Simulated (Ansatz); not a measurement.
Cost and result for the atomization energy of CH8FNOSi2 (`CO[Si](N)(F)[SiH3]`) (14 atoms, 13 bonds).

Cartesian coordinates in Å:
```
C -1.201 1.947 0.589
O -0.762 0.608 0.717
Si 0.521 -0.053 -0.033
N 0.488 0.296 -1.702
F 1.896 0.611 0.454
Si 0.495 -2.299 0.607
H -0.684 2.586 1.310
H -2.272 1.977 0.797
H -1.022 2.333 -0.419
H 1.346 0.416 -2.216
H -0.265 -0.011 -2.294
H -0.710 -2.961 0.035
H 0.470 -2.458 2.085
H 1.699 -2.992 0.071
```

Charge 0, multiplicity 1. All single points use the PBE0-D4/def2-TZVP geometry. It is one conformer, not always the lowest. Program: Ansatz. All runs use 2 threads of an AMD EPYC 7R13 on a shared host and a share of an NVIDIA H100 80 GB. Times are those of one run each, without the atoms' runs, and a repeat can differ threefold. Electronic energies, without spin–orbit coupling; frozen cores. CCSD(T)/CBS adds CCSD(T) − MP2 in def2-TZVPP to the MP2 limit, and its time is that of the two runs behind it. T1 = 0.012. B3LYP takes the VWN-RPA correlation (the form of Gaussian; ORCA's B3LYP/G).

CCSD(T)/CBS is a level of theory with its own doubt, some kJ/mol a heavy atom from the limit and from the frozen cores, so smaller differences don't rank the functionals.

| level | functions | wall time |
| --- | --- | --- |
| PBE0-D4/def2-TZVPP | 320 | 2.2 s |
| PBE-D4/def2-TZVPP (with forces) | 320 | 2.3 s |
| B3LYP-D4/def2-TZVPP (with forces) | 320 | 2.3 s |
| r2SCAN-D4/def2-TZVPP (with forces) | 320 | 2.4 s |
| B2PLYP/def2-TZVPP | 320 | 3.2 s |
| ωB97X-V/def2-TZVPP | 320 | 4 s |
| ωB97M-V/def2-TZVPP (with forces) | 320 | 4.6 s |
| MP2/def2-QZVPP | 608 | 4.6 s |
| CCSD(T)/def2-TZVPP | 320 | 8 s |
| CCSD(T)/CBS(def2) | – | 13 s |

Q: What atomization energy does each give, and how far from CCSD(T)/CBS? (An estimate is asked.)

A: Computed: 
```
                             level  atomization (kcal/mol)  difference from CCSD(T)/CBS  per bond
                PBE0-D4/def2-TZVPP                  1207.6                        -12.7      -1.0
   PBE-D4/def2-TZVPP (with forces)                  1227.6                          7.3       0.6
 B3LYP-D4/def2-TZVPP (with forces)                  1216.6                         -3.7      -0.3
r2SCAN-D4/def2-TZVPP (with forces)                  1215.5                         -4.8      -0.4
                 B2PLYP/def2-TZVPP                  1202.7                        -17.6      -1.4
                ωB97X-V/def2-TZVPP                  1223.6                          3.3       0.3
  ωB97M-V/def2-TZVPP (with forces)                  1219.9                         -0.4       0.0
                    MP2/def2-QZVPP                  1221.9                          1.6       0.1
                CCSD(T)/def2-TZVPP                  1184.4                        -35.9      -2.8
                 CCSD(T)/CBS(def2)                  1220.3                          0.0       0.0
```

From PBE to PBE0 (25 % exact exchange), in def2-TZVPP and without D4, the atomization energy moves by −18.9 kcal/mol: exact exchange takes away binding that semilocal exchange gives to molecules. In def2-TZVPP, CCSD(T) changes the Hartree–Fock value by +300.1 kcal/mol (the triples alone add +15.7 kcal/mol) and MP2 by +316.0 kcal/mol; breaking electron pairs costs correlation energy, which Hartree–Fock lacks. The D4 term adds +12.0 kcal/mol with B3LYP and +6.4 kcal/mol with PBE0; it sums over pairs of atoms, weighted by their polarisabilities, and B3LYP, whose exchange is more repulsive, gets the larger term.
